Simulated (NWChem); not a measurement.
C3H7NSi; SMILES C(=CN)=C[SiH3]

```xyz
12

N      0.6159     2.7056    -0.2135
C     -0.2244     1.7924     0.4227
C     -0.5592     0.5864     0.0081
C     -0.8198    -0.6502    -0.3526
Si     0.3123    -2.0867     0.0645
H      0.3181     3.6702    -0.1141
H      0.8093     2.4854    -1.1845
H     -0.5920     2.1156     1.4050
H     -1.7417    -0.8604    -0.9193
H     -0.4104    -3.1081     0.8871
H      0.7773    -2.7744    -1.1822
H      1.4967    -1.5897     0.8242
```
Atoms are numbered in this order, from 1.

All runs: NWChem. Pople sets run with spherical d functions. All runs use the structure optimised with PBE0/def2-SVP. No frequency run checked for a minimum. Level: PBE0/6-31G* with SMD (1 M gas to 1 M solution), gas-phase geometry. Reactions with the solvent are ignored.

| solvent | dielectric constant | solvation free energy (kcal/mol) | cavity-dispersion-structure term (kcal/mol) | dipole in solution (D) |
|---|---|---|---|---|
| water | 78.4 | -2.3 | 4.4 | 2.92 |
| acetonitrile | 35.7 | -5.7 | 0.9 | 2.91 |
| n-hexane | 1.88 | -3.6 | -0.6 | 2.57 |
| tetrahydrofuran | 7.43 | -5.1 | 0.7 | 2.83 |
| 1-octanol | 9.86 | -4.7 | 1.3 | 2.85 |
